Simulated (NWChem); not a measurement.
System: TiO2; SMILES [O]=[Ti]=[O]

```xyz
3

Ti     0.0000     0.0000     0.3963
O      1.3256     0.0000    -0.5271
O     -1.3256     0.0000    -0.5271
```
Atoms are numbered in this order, from 1.

Geometry: optimised at PBE0/def2-SVP.

Task: Give the principal values of the shielding tensors (ppm) of Ti1, O2 from B3LYP/6-31G* (spherical d), GIAO (NWChem), with their diamagnetic and paramagnetic parts as GIAO splits them.

Result: 
```tsv
atom	σ11	σ22	σ33	isotropic	diamagnetic	paramagnetic
Ti1	-582.5	-278.6	272.0	-196.4	1610.3	-1806.7
O2	-1850.1	-765.1	179.7	-811.8	399.3	-1211.1
```
